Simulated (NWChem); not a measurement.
Species: TaOCl2F; SMILES [O]=[Ta]([F])([Cl])[Cl]

```xyz
5

Ta     0.1508    -0.0269     0.0000
O      1.0156     1.4650     0.0000
F      1.4473    -1.3909     0.0000
Cl    -1.1361    -0.0495     1.9144
Cl    -1.1361    -0.0495    -1.9144
```
Atoms are numbered in this order, from 1.

Level: PBE-D3(BJ)/def2-SVP with def2 effective core potentials on Ta (NWChem), optimised geometry, unscaled harmonic frequencies. def2 effective core potentials on Ta; no spin-orbit coupling.

### Question
List the harmonic frequencies with IR intensities, and the thermochemistry.

### Answer
| frequency (cm⁻¹) | IR intensity (km/mol) |
|---|---|
| 100 | 1.8 |
| 134 | 4.5 |
| 138 | 2.5 |
| 213 | 3.6 |
| 243 | 4.7 |
| 396 | 24.0 |
| 409 | 72.7 |
| 685 | 85.8 |
| 982 | 105.1 |

The zero-point energy comes out as 4.7 kcal/mol and the thermal correction to the enthalpy at 298.15 K (with zero-point energy) is 9.5 kcal/mol. The heat capacity Cv is 19.5 cal/(mol K) and the entropy at 298.15 K and 1 atm (symmetry number 1) comes out as 86.8 cal/(mol K).

Rigid rotor and harmonic oscillator; modes under 100 cm⁻¹ make the entropy uncertain.
